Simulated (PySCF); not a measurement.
# Excitation energy of Yb²⁺ by level of theory

Yb²⁺ [Xe] 4f14 (1S) → Yb²⁺ [Xe] 4f13 6s1 (3F), as a difference of total energies. Calculation: PySCF 2.14, in cc-pVDZ-X2C; the spin-free X2C one-electron Hamiltonian (Gaussian nucleus). Correlated levels: valence: [Kr] 4d10 frozen. The calculations carry no spin-orbit coupling.

```csv
method,excitation energy (eV)
UHF,1.322
MP2 (valence),5.612
SCS-MP2 (valence),4.984
CCSD (valence),3.965
CCSD(T) (valence),4.161
```

Task: How much does correlation contribute at CCSD(T) (valence)?

Result: 4.161 − (1.322) = 2.839 eV, measured against UHF.

A first-order spin-orbit estimate (lowest level to lowest level, LS coupling) adds -0.605 eV.

The basis was made for the ground configuration and has no added diffuse functions, so the excitation energy can come out too high.
